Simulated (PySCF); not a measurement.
Be⁺ (beryllium, charge +1) across methods

[He] 3d1, 2D determinant (an excited configuration). Computed with PySCF 2.14 in aug-cc-pCVTZ (7s6p4d2f, 59 functions), with the non-relativistic Hamiltonian (point nucleus).

```csv
method,E (hartree),mean ε 1s α (eV),mean ε 1s β (eV),mean ε 3d α (eV),Σ⟨r²⟩ (bohr²),⟨S²⟩
wB97M-V,-13.8758,-133.84,-133.83,-5.606,22.42,0.750
MN15,-13.8833,-130.59,-130.59,-4.266,21.49,0.750
PBE0,-13.8673,-131.26,-131.26,-5.125,23.68,0.750
HSE06,-13.8707,-130.87,-130.87,-4.799,23.71,0.750
PBE,-13.8643,-125.56,-125.55,-4.807,23.54,0.750
UHF,-13.82670,-147.58,-147.58,-5.865,23.97,0.750
LDA,-13.6774,-124.17,-124.17,-4.517,23.98,0.750
wB97X,-13.9052,-133.03,-133.03,-6.222,23.43,0.750
r2SCAN,-13.8911,-127.88,-127.89,-4.658,23.83,0.750
```

The outer electron is Rydberg-like, and this basis confines it to a smaller radius and binds it less than a complete one would.
